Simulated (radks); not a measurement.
Ne, configuration [Ne]. All-electron calculation, scalar-relativistic Kohn-Sham, PBEsol, spin-polarised, spherical densities, finite nucleus; Fermi nuclear charge, rms radius 3.0055 fm. Program: a radial shooting solver on a logarithmic mesh with Libxc functionals.

Unscreened Slater integrals over Kohn-Sham orbitals (hartree). They are taken over the spin-up orbitals.

integral     value
F0(2p,2p)  0.95975
F2(2p,2p)  0.41960
F0(2p,2s)  0.98359
G1(2p,2s)  0.58905
F0(2p,1s)   1.4171
G1(2p,1s)  0.15201
F0(2s,2s)   1.0154
F0(2s,1s)   1.4533
G0(2s,1s)  0.10461
F0(1s,1s)   5.9548
